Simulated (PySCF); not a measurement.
Compound: C₆H₇N.
Atom-mapped SMILES: `[CH2:1]=[C:2]1[CH2:3][CH2:4][C@H:5]1[C:6]#[N:7]`

Definitions: NICS(0) = −σiso at the ring centroid; NICS(1) = −σiso and NICS(1)zz = −σzz at ±1 Å along the ring normal z. Level: GIAO PBE0/pcSseg-1 (PySCF, non-relativistic, gas phase) on the GFN2-xTB geometry, one conformer.

Ring bond lengths (Å), with Mayer bond orders in brackets: C2–C3 1.503 (1.03), C3–C4 1.539 (1.05), C4–C5 1.550 (0.99), C5–C2 1.518 (0.94).

Q: Give the NICS values of each ring in ppm.

A: 
```
       ring                                            type  NICS(0)  NICS(1), two faces  NICS(1)zz, two faces  rms pucker (Å)  centre to ring atoms, mean (Å)
C2–C3–C4–C5  4-membered carbocycle; formal bonds all single      3.2         -0.7 / -0.1             1.8 / 4.2            0.01                            1.08
```

Q: What do they say, and how far can they be read as aromaticity?

A: 
- C2–C3–C4–C5: mean NICS(1)zz 3.0 ppm, near zero. C3, C4, C5 have four or more neighbours, so the value isn't read as a sign of a π ring current.

Q: At the first NICS(1) probe listed for ring C2–C3–C4–C5, 1 Å off the ring, how large is the induced field along the normal in 7.05 T applied along it?

A: NICSzz × B0 = 1.8 ppm × 7.05 T = 13 μT, along the applied field.
